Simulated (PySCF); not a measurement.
## Bond curve of GeBi

Set-up: PySCF, scalar-relativistic core potentials, basis sets Ge cc-pVDZ-PP with ECP10, Bi cc-pVDZ-PP with ECP60. Energies in eV from Ge + Bi in their ground configurations at the same level. State: ²Π (doublet), unpaired electrons π ↑.

All columns are PBE0. A positive dipole means Ge(−)Bi(+).

```tsv
R (Å)	E (eV)	μ (D)	Mulliken charge on Ge (basis-dependent)	HOMO (eV)	LUMO (eV)	Mayer bond order	⟨S²⟩
2.178	-1.062	0.57	-0.09	-5.90	-4.54	2.35	0.75
2.280	-1.757	0.41	-0.06	-5.98	-4.35	2.34	0.75
2.381	-2.133	0.24	-0.02	-5.86	-4.18	2.34	0.75
2.457	-2.263	0.11	0.00	-5.73	-4.07	2.33	0.76
2.533	-2.296	-0.02	0.01	-5.61	-3.96	2.31	0.77
2.609	-2.258	-0.15	0.03	-5.51	-3.87	2.27	0.80
2.710	-2.139	-0.25	0.04	-5.43	-3.76	2.08	0.97
2.837	-1.938	-0.35	0.04	-5.40	-3.65	1.79	1.20
2.989	-1.669	-0.48	0.05	-5.39	-3.56	1.51	1.42
3.192	-1.309	-0.68	0.06	-5.42	-3.48	1.22	1.63
```

A fit through these points gives, at Re = 2.526 Å, μ = -0.01 D and dμ/dR = -1.76 D/Å; the reduced mass is 54.61 u.

Problem. How strong is the fundamental in the double-harmonic approximation, I = 42.26·(dμ/dR)²/μred km/mol?

Solution. I = 42.26·(-1.76)²/54.61 = 2.40 km/mol at PBE0.

⟨S²⟩ of the unrestricted solution departs from its pure value on part of the curve, where spin states mix. Spin–orbit coupling is left out, which matters for elements this heavy, above all for dissociation energies. The state is the lowest determinant that a PBE0 search found; another state may lie lower at other levels.
